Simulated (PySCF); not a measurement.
**Partial charges of `CN[Si@@H](N)NCCC#N`**

C4H12N4Si.
Cartesian coordinates in Å at the GFN2-xTB level; atoms count from 1:
```
atom  x, y, z in Å
C1    -3.1481   -0.5914   -0.6716
N2    -1.9452   -0.6665    0.1188
Si3   -0.6175    0.4036   -0.1141
N4    -1.0098    2.0525    0.2506
N5     0.5558    0.0002    1.0798
C6     1.5683   -0.9908    0.9112
C7     2.9486   -0.4110    0.5149
C8     2.9053    0.2521   -0.7588
N9     2.8704    0.7866   -1.7692
H10   -3.6819   -1.5431   -0.6417
H11   -3.8310    0.1980   -0.3328
H12   -2.8737   -0.3798   -1.7028
H13   -2.1368   -0.9659    1.0628
H14   -0.1609    0.1481   -1.4837
H15   -1.8683    2.4067   -0.1387
H16   -0.2898    2.7491    0.1435
H17    0.8065    0.7095    1.7494
H18    1.2327   -1.6864    0.1417
H19    1.7103   -1.5525    1.8455
H20    3.6868   -1.2161    0.4661
H21    3.2693    0.3139    1.2696
```

Density: PBE0/pcSseg-1 (PySCF); schemes: Mulliken, IAO, Hirshfeld and ESP-fitted. One conformer (not necessarily the lowest) at the GFN2-xTB geometry, without solvent, vibrations or thermal averaging.

Problem. Do the Mulliken, IAO, Hirshfeld and ESP-fitted schemes agree on where the charge is highest?

Solution. All schemes agree: Mulliken Si3 (+0.996); IAO Si3 (+1.222); Hirshfeld Si3 (+0.419); ESP-fitted Si3 (+0.901).

Problem. At which atom do the 4 schemes differ most?

Solution. At Si3: from +0.419 (Hirshfeld) to +1.222 e (IAO), 0.803 e apart.

Problem. Do the Mulliken, IAO, Hirshfeld and ESP-fitted schemes agree on where the charge is lowest?

Solution. The schemes don't all agree: Mulliken N5 (-0.681); IAO N4 (-0.866); Hirshfeld N4 (-0.330); ESP-fitted N4 (-1.059).

Problem. Tabulate the Mulliken, IAO, Hirshfeld and ESP-fitted charges.

Solution. In e:

| atom | environment | Mulliken | IAO | Hirshfeld | ESP-fitted |
| --- | --- | --- | --- | --- | --- |
| C1 | N-methyl carbon | -0.104 | -0.297 | -0.071 | -0.129 |
| N2 | silicon-bound nitrogen | -0.678 | -0.692 | -0.255 | -0.653 |
| Si3 | SiH silicon | +0.996 | +1.222 | +0.419 | +0.901 |
| N4 | silicon-bound nitrogen | -0.634 | -0.866 | -0.330 | -1.059 |
| N5 | silicon-bound nitrogen | -0.681 | -0.684 | -0.241 | -0.921 |
| C6 | sp3 carbon bound to nitrogen | -0.007 | -0.124 | -0.011 | +0.239 |
| C7 | sp3 carbon next to a nitrile | -0.211 | -0.316 | -0.048 | -0.277 |
| C8 | nitrile carbon | +0.049 | +0.143 | +0.085 | +0.433 |
| N9 | nitrile nitrogen | -0.255 | -0.254 | -0.229 | -0.509 |
| H10 | methyl hydrogen | +0.111 | +0.140 | +0.041 | +0.079 |
| H11 | methyl hydrogen | +0.095 | +0.114 | +0.030 | +0.082 |
| H12 | methyl hydrogen | +0.110 | +0.141 | +0.043 | +0.083 |
| H13 | N–H hydrogen | +0.189 | +0.256 | +0.109 | +0.346 |
| H14 | Si–H hydrogen | -0.126 | -0.186 | -0.100 | -0.122 |
| H15 | N–H hydrogen | +0.187 | +0.258 | +0.111 | +0.391 |
| H16 | N–H hydrogen | +0.187 | +0.261 | +0.113 | +0.380 |
| H17 | N–H hydrogen | +0.186 | +0.255 | +0.111 | +0.432 |
| H18 | methylene hydrogen | +0.137 | +0.150 | +0.050 | +0.038 |
| H19 | methylene hydrogen | +0.127 | +0.135 | +0.042 | +0.040 |
| H20 | methylene hydrogen | +0.163 | +0.176 | +0.067 | +0.105 |
| H21 | methylene hydrogen | +0.159 | +0.171 | +0.063 | +0.120 |

Mean size of the charges over all atoms: ESP-fitted 0.349 e, IAO 0.326 e, Mulliken 0.257 e, Hirshfeld 0.122 e. Each set sums to the total charge, 0, to within 0.001 e. The Hirshfeld scheme divides the density at each point in proportion to the densities of the neutral, spherically averaged free atoms.

Problem. How many electrons does the ESP-fitted scheme count on C8?

Solution. Z − q = 6 − (+0.433) = 5.567.

Problem. How closely do the schemes follow one another over all atoms?

Solution. Correlation coefficient and root-mean-square difference: Mulliken with IAO 0.99, 0.098 e; IAO with Hirshfeld 0.97, 0.278 e; Mulliken with Hirshfeld 0.97, 0.207 e; Hirshfeld with ESP-fitted 0.96, 0.310 e; Mulliken with ESP-fitted 0.93, 0.184 e; IAO with ESP-fitted 0.93, 0.172 e.
